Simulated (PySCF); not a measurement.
How methods differ on the ionisation energy of Al⁺

Al⁺ [Ne] 3s2 (1S) → Al²⁺ [Ne] 3s1 (2S), as a difference of total energies. Computed with PySCF 2.14 in aug-cc-pCVQZ-DK (10s9p7d5f3g, 134 functions), with scalar relativity by spin-free X2C-1e. Correlated levels: valence: [Ne] frozen; valence and next inner shell: 1s2 frozen; nothing frozen. The calculations carry no spin-orbit coupling.

Q: Order these methods by the ionisation energy they give, lowest first.
A. UHF
B. r2SCAN
C. B97-3
D. MP2 (valence and next inner shell)

A: A (17.550 eV), B (18.413 eV), D (18.573 eV), C (18.891 eV).

For comparison: 18.829 eV (measured; NIST Atomic Spectra Database, ionization energies).
